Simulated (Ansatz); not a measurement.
# A family of molecules: the dipole moment

One atom is swapped for its congeners: Si(NH2)4; Ge(NH2)4; Sn(NH2)4. All are singlets with charge 0.

Shapes, held fixed at every level: PBE0-D4/def2-TZVP. Flexible molecules stand in one conformer, not always the lowest. Programs: Ansatz 0.2.0. Values in D.

```csv
level,Si(NH2)4,Ge(NH2)4,Sn(NH2)4
PBE-D4/def2-TZVPP,0.00,1.60,0.00
r2SCAN-D4/def2-TZVPP,0.00,1.66,0.00
B3LYP-D4/def2-TZVPP,0.00,1.68,0.00
wB97M-V/def2-TZVPP,0.00,1.72,0.00
```

At wB97M-V/def2-TZVPP the dipole moment isn't monotonic: it is largest for Ge and smallest for Si (1.72 and 0.00 D). 0 of 4 levels show this order throughout; 4 agree on the largest and the smallest. For atoms past krypton def2 sets carry core potentials with scalar relativity. Relativity is left out for Ge unless named. Magnitudes only: a dipole under 1 D may point either way.
